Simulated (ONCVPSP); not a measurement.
## An all-electron radial function and its pseudo partner (Cr (Z = 24))

Columns: radius, all-electron u(r) and pseudo u(r) of the 3s shell (level -72.22 eV) of chromium in the configuration [Ne] 3s2 3p6 3d5.5 4s0.5; LDA (Perdew-Wang 92), scalar-relativistic, ONCV scheme, ONCVPSP 4.0.1.

```json
{"r (bohr)": "0.085", "all-electron": "-0.0167", "pseudo": "0.1847"}
{"r (bohr)": "0.170", "all-electron": "-0.5798", "pseudo": "0.3639"}
{"r (bohr)": "0.255", "all-electron": "-0.5175", "pseudo": "0.5321"}
{"r (bohr)": "0.340", "all-electron": "-0.1154", "pseudo": "0.6841"}
{"r (bohr)": "0.425", "all-electron": "0.3452", "pseudo": "0.8146"}
{"r (bohr)": "0.510", "all-electron": "0.7251", "pseudo": "0.9193"}
{"r (bohr)": "0.595", "all-electron": "0.9827", "pseudo": "0.9951"}
{"r (bohr)": "0.680", "all-electron": "1.1231", "pseudo": "1.0400"}
{"r (bohr)": "0.765", "all-electron": "1.1700", "pseudo": "1.0539"}
{"r (bohr)": "0.850", "all-electron": "1.1507", "pseudo": "1.0390"}
{"r (bohr)": "0.935", "all-electron": "1.0882", "pseudo": "0.9987"}
{"r (bohr)": "1.020", "all-electron": "1.0012", "pseudo": "0.9381"}
{"r (bohr)": "1.105", "all-electron": "0.9026", "pseudo": "0.8629"}
{"r (bohr)": "1.190", "all-electron": "0.8013", "pseudo": "0.7791"}
{"r (bohr)": "1.275", "all-electron": "0.7031", "pseudo": "0.6922"}
{"r (bohr)": "1.360", "all-electron": "0.6111", "pseudo": "0.6066"}
{"r (bohr)": "1.445", "all-electron": "0.5273", "pseudo": "0.5258"}
{"r (bohr)": "1.530", "all-electron": "0.4522", "pseudo": "0.4518"}
{"r (bohr)": "1.615", "all-electron": "0.3859", "pseudo": "0.3858"}
{"r (bohr)": "1.700", "all-electron": "0.3279", "pseudo": "0.3279"}
{"r (bohr)": "1.785", "all-electron": "0.2777", "pseudo": "0.2777"}
{"r (bohr)": "1.870", "all-electron": "0.2345", "pseudo": "0.2345"}
{"r (bohr)": "1.955", "all-electron": "0.1975", "pseudo": "0.1975"}
{"r (bohr)": "2.040", "all-electron": "0.1660", "pseudo": "0.1660"}
{"r (bohr)": "2.125", "all-electron": "0.1393", "pseudo": "0.1392"}
{"r (bohr)": "2.210", "all-electron": "0.1166", "pseudo": "0.1166"}
```

How many radial nodes do the two functions have?

The all-electron 3s function has n − l − 1 = 2 (the table is too coarse to show those close to the nucleus); the pseudo-wave has 0, since the states of the same l below it are removed with the core.

At about which radius was the pseudo-wave matched?

1.70 bohr. The columns agree to 0.0005 from 1.53 bohr on; several derivatives are matched, so the curves merge somewhat inside the radius.

Where does each function peak?

Outermost all-electron maximum near 0.77 bohr, pseudo maximum near 0.77 bohr (to the table’s step).

Is the pseudo-wave norm-conserving?

Yes: the ONCV scheme keeps the norm inside the radius equal to the all-electron one, which fixes the energy derivative of the logarithmic derivative at the level.
